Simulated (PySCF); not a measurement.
## Simulated absorption spectrum

Compound: C2H4FOPSi.
Numbering: `[O:1]=[P@@H:2]1[C:3]([F:4])=[C:5]1[SiH3:6]` (hydrogens: H7 on P2; H8, H9, H10 on Si6)

Computed with TDDFT CAM-B3LYP/def2-SVPD, vertical, gas phase, core orbitals frozen in the response (PySCF). Isolated species at its GFN2-xTB geometry, gas phase. GFN2-xTB frequencies show an imaginary mode (42i cm⁻¹), so this geometry is no minimum at that level.

Computed states:

| state | E (eV) | f |
| --- | --- | --- |
| S1 | 5.29 | 0.0015 |
| S2 | 6.26 | 0.0022 |
| S3 | 6.48 | 0.041 |
| S4 | 6.65 | 0.052 |
| S5 | 6.96 | 0.016 |
| S6 | 7.13 | 0.046 |
| S7 | 7.34 | 0.091 |
| S8 | 7.46 | 0.057 |

Each state is given a Gaussian of 0.5 eV full width at half maximum, with ε(max) = 2.175×10⁸ f / Δν̃ (Δν̃ the width in cm⁻¹). The width is an assumption, not a result. The curve ends short of the highest state used, and states not computed would add to its high-energy end.

Question: Give the broadened spectrum and its maxima.

Answer: 
E (eV), ε (L mol⁻¹ cm⁻¹) and a bar:
```
     4.54          0 
     4.59          0 
     4.63          1 
     4.67          1 
     4.71          2 
     4.76          3 
     4.80          5 
     4.84          8 
     4.88         12 
     4.92         17 
     4.97         25 
     5.01         32 
     5.05         41 
     5.09         50 
     5.13         58 
     5.18         68 
     5.22         74 
     5.26         78 
     5.30         79 
     5.35         76 
     5.39         71 
     5.43         64 
     5.47         56 
     5.51         47 
     5.56         37 
     5.60         29 
     5.64         23 
     5.68         20 
     5.72         19 
     5.77         23 
     5.81         32 
     5.85         49 
     5.89         77 
     5.94        133 #
     5.98        203 #
     6.02        302 ##
     6.06        438 ###
     6.10        620 ####
     6.15        922 ######
     6.19       1229 #######
     6.23       1594 ##########
     6.27       2013 ############
     6.32       2591 ################
     6.36       3075 ###################
     6.40       3552 #####################
     6.44       3993 ########################
     6.48       4372 ##########################
     6.53       4726 #############################
     6.57       4896 ##############################
     6.61       4963 ##############################
     6.65       4938 ##############################
     6.69       4845 #############################
     6.74       4681 ############################
     6.78       4557 ############################
     6.82       4480 ###########################
     6.86       4484 ###########################
```

Maxima: 234 nm (5.29 eV), ε about 79, made up of S1 (100%); 187 nm (6.62 eV), ε about 5000, made up of S3 (36%) and S4 (56%) (ε in L mol⁻¹ cm⁻¹; maxima over ε = 5, shares over 10%). At its high-energy end, 6.86 eV, the curve is still rising (ε about 4500, from S4, S5 and S6).

Question: On this curve, what absorbance would a 10⁻³ mol/L sample give at 248 nm over a 1 cm path?

Answer: 248 nm is 4.999 eV, where ε is about 30 L mol⁻¹ cm⁻¹, so A = ε c l ≈ 0.03 (Beer–Lambert, with the gas-phase spectrum and the assumed width).

Question: What would ε be at 6.62 eV, the highest of these maxima, with half the width (0.25 eV)?

Answer: About 7250 L mol⁻¹ cm⁻¹ against 4960, a factor of about 1.5; a lone state at its own centre would give exactly 2.

Question: Coming from long wavelengths, where does ε first pass 100 L mol⁻¹ cm⁻¹?

Answer: At about 210 nm (5.91 eV), 0.62 eV above S1.
